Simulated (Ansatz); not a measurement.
```xyz
12

N    -1.062   -1.585    0.987
C    -0.468   -0.713    0.202
As   -0.148    2.107   -0.902
B     0.289    0.571    0.457
Si    0.856   -0.796   -1.039
H    -1.339   -1.334    1.925
H    -1.233   -2.535    0.700
H     1.101    2.913   -0.572
H    -0.973    2.863    0.138
H     0.699    0.891    1.536
H     1.633   -2.069   -1.012
H     0.644   -0.314   -2.419
```

Total charge 0; spin multiplicity 1. The bonds changed during the relaxation, so this is another structure than the one it started from.

List the ωB97M-V/def2-TZVPP orbital energies in eV (Ansatz 0.2.0). (Estimate.)

Ansatz gave: Occupied: -11603.98, -1806.99, -1472.07, -1313.34, -1313.34, -1313.31, -396.32, -282.77, -194.47, -186.87, -148.08, -140.58, -140.56, -140.44, -102.21, -102.18, -102.16, -46.96, -46.94, -46.86, -46.85, -46.80, -29.41, -22.28, -19.76, -18.50, -18.20, -15.79, -13.85, -13.39, -12.36, -11.84, -10.51, -10.24, -8.69, -8.44. Lowest empty: 0.21, 1.78, 1.96, 2.67, 2.82, 2.86, 3.43, 3.55.
